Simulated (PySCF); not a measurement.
Strontium: a sound run and one with changed settings

Sound run: Sr [Kr] 5s2, Sr⁺ [Kr] 5s1. Computed with PySCF 2.14 in x2c-SVPall (6s4p5d1f, 50 functions), with the spin-free X2C one-electron Hamiltonian (Gaussian nucleus). In the sound run the correlated levels freeze [Kr]. The sound run starts from symmetry-adapted Hartree-Fock orbitals and uses a fine grid where one is needed.

Changed run: initial guess 1e, at most 50 SCF cycles.

```tsv
species	method	sound run (hartree)	changed run (hartree)	converged
Sr	UHF	-3177.02417	-3177.02417	yes
Sr	M06-2X	-3179.13073	-3179.13073	yes
Sr	PBE0	-3178.62951	-3178.62951	yes
Sr	MP2	-3177.03991	-3177.03991	yes
Sr	CCSD(T)	-3177.04837	-3177.04837	yes
Sr⁺	UHF	-3176.84871	-3176.84871	yes
Sr⁺	M06-2X	-3178.91016	-3178.85319	yes
Sr⁺	PBE0	-3178.42004	-3178.42004	yes
```

Ionisation energy of Sr:

```
 method  sound run (eV)  changed run (eV)
    UHF           4.774             4.774
   PBE0           5.700             5.700
    MP2           5.203             5.203
SCS-MP2           5.288             5.288
   CCSD           5.433             5.433
CCSD(T)           5.433             5.433
  CCSDT           5.433             5.433
    FCI           5.433             5.433
```

The plain start fixes occupations by D2h representation alone, and Sr⁺ at M06-2X landed in another state (other ⟨L²⟩ or ⟨S²⟩). 

For comparison, NIST gives 5.695 eV between the lowest levels.
